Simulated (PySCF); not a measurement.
## Neon: a sound run and one with changed settings

Sound run: Ne⁺ [He] 2s2 2p5, Ne²⁺ [He] 2s2 2p4. All numbers are calculated (PySCF 2.14, no relativity, point nucleus, in pcseg-2 (4s3p2d1f, 30 functions)). In the sound run the correlated levels freeze 1s2. The sound run starts from symmetry-adapted Hartree-Fock orbitals and uses a fine grid where one is needed.

Changed run: a valence shell is frozen. This setting is unsound on purpose.

```csv
species,method,sound run (hartree),changed run (hartree),converged
Ne⁺,MP2,-127.98998,-127.92545,yes
Ne⁺,CCSD(T),-128.00436,-127.93253,yes
Ne²⁺,MP2,-126.49274,-126.42719,yes
Ne²⁺,CCSD(T),-126.50846,-126.43339,yes
```

Ionisation energy of Ne⁺:

```csv
method,sound run (eV),changed run (eV)
UHF,39.330,39.330
MP2,40.742,40.770
SCS-MP2,40.722,40.824
CCSD,40.682,40.772
CCSD(T),40.706,40.794
```

Freezing a valence shell removes pair correlation that changes on ionisation.

For comparison, NIST gives 40.963 eV between the lowest levels.
